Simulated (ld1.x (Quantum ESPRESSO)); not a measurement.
## An all-electron radial function and its pseudo partner (nitrogen (N))

Columns: radius, all-electron u(r) and pseudo u(r) of the 2p shell (level -20.60 eV) of nitrogen in the configuration [He] 2s2 2p2; PBEsol, non-relativistic, TM scheme, ld1.x (Quantum ESPRESSO) 7.5.

```
r (bohr)  all-electron  pseudo
   0.088        0.0657  0.0249
   0.175        0.1976  0.0954
   0.262        0.3430  0.2034
   0.350        0.4790  0.3376
   0.438        0.5941  0.4812
   0.525        0.6850  0.6167
   0.612        0.7537  0.7323
   0.700        0.8021  0.8202
   0.788        0.8315  0.8751
   0.875        0.8447  0.8990
   0.962        0.8449  0.8976
   1.050        0.8344  0.8777
   1.138        0.8157  0.8463
   1.225        0.7908  0.8096
   1.312        0.7614  0.7711
   1.400        0.7284  0.7323
   1.487        0.6936  0.6947
   1.575        0.6572  0.6573
   1.662        0.6207  0.6207
   1.750        0.5838  0.5838
   1.838        0.5474  0.5474
   1.925        0.5124  0.5124
   2.012        0.4785  0.4785
   2.100        0.4455  0.4455
   2.188        0.4140  0.4140
   2.275        0.3845  0.3845
```

Question: How many radial nodes do the two functions have?

Answer: The all-electron 2p function has n − l − 1 = 0; the pseudo-wave has 0.

Question: At about which radius was the pseudo-wave matched?

Answer: 1.75 bohr. The columns agree to 0.0005 from 1.57 bohr on; several derivatives are matched, so the curves merge somewhat inside the radius.

Question: Where does each function peak?

Answer: Outermost all-electron maximum near 0.96 bohr, pseudo maximum near 0.88 bohr (to the table’s step).

Question: Is the pseudo-wave norm-conserving?

Answer: Yes: the TM scheme keeps the norm inside the radius equal to the all-electron one, which fixes the energy derivative of the logarithmic derivative at the level.
